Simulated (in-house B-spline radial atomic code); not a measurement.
The outermost shell (largest non-relativistic mean radius) with and without relativity; Dirac values are averaged over j. Computed with a B-spline radial code for spherical atoms: non-relativistic Hartree-Fock and Dirac-Hartree-Fock, averages of the configuration (point nuclei without relativity, finite nuclei with it).

```csv
ion,configuration,outermost shell,radius non-relativistic (bohr),radius Dirac (bohr),radius change (%),level non-relativistic (eV),level Dirac (eV),spin-orbit splitting (eV)
B3+,1s2,1s,0.32449,0.32436,-0.039967,-259.650,-259.73,-
Al3+,[He] 2s2 2p6,2s,0.61938,0.6176,-0.28669,-167.378,-167.93,-
Ga3+,[Ar] 3d10,?,?,?,?,?,?,?
In3+,[Kr] 4d10,?,?,?,?,?,?,?
Tl3+,[Xe] 4f14 5d10,5d,1.3149,1.3305,1.1866,-53.183,-51.605,2.4537
```

Question: Fill in the row of Ga3+.

Answer: outermost shell: 3d; radius non-relativistic (bohr): 0.77384; radius Dirac (bohr): 0.77692; radius change (%): 0.39824; level non-relativistic (eV): -65.530; level Dirac (eV): -65.041; spin-orbit splitting (eV): 0.5344.

Question: Fill in the row of In3+.

Answer: outermost shell: 4d; radius non-relativistic (bohr): 1.136; radius Dirac (bohr): 1.1437; radius change (%): 0.67566; level non-relativistic (eV): -57.357; level Dirac (eV): -56.572; spin-orbit splitting (eV): 0.9668.

Question: Which member changes most?

Answer: Thallium (Tl3+): its 5d shell expands by 1.2 %.
